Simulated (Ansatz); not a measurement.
CsF, SMILES [Cs][F].

The structure is a stationary point at PBE0-D3(BJ)/def2-TZVPD. The def2 effective core potentials stand for the cores of Cs; spin–orbit coupling is left out.

Two levels are set side by side: PBE/def2-TZVPD (Ansatz, a first-principles code) and PBE0/def2-TZVPD (Ansatz). Energy differences of separate SCF runs at the same geometry; the states with an electron removed or added have multiplicity 2 and 2. Differences are taken from unrounded values.

| quantity | PBE0 | PBE | PBE minus PBE0 |
|---|---|---|---|
| vertical ionisation energy (eV) | 9.29 | 9.54 | 0.25 |
| vertical singlet–triplet gap (eV) | 5.45 | 5.57 | 0.12 |
